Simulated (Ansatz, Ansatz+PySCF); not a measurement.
| atom | x (Å) | y (Å) | z (Å) |
| --- | --- | --- | --- |
| S | 0.0000 | 0.0000 | -0.5407 |
| O | 0.0000 | 0.0000 | 1.0814 |

Basis set: def2-SVP (spherical functions). Frozen core: 6 orbitals. Correlation on ROHF uses semicanonical orbitals with singles. Charge 0, multiplicity 3.

Computed with Ansatz (development build ahead of 0.2.0); each method stands on the lowest determinant of its kind that the runs found.

(1) Give the atomization energy at this shape (free ground-state atoms in the same class of orbitals less the molecule, no zero-point energy) of triplet SO by UHF-MP2, ROHF-MP2, UHF, ROHF, UHF-CCSD(T), UHF-CCSD.

Results:

(1)

```
     method  atomization energy
    UHF-MP2             3.86 eV
   ROHF-MP2             3.78 eV
        UHF             1.32 eV
       ROHF             1.22 eV
UHF-CCSD(T)             4.18 eV
   UHF-CCSD             3.92 eV
```

Caution: the determinant may break the point group; the shape is not the minimum. Caution for UHF-MP2, ROHF-MP2: another reference gives a lower total.
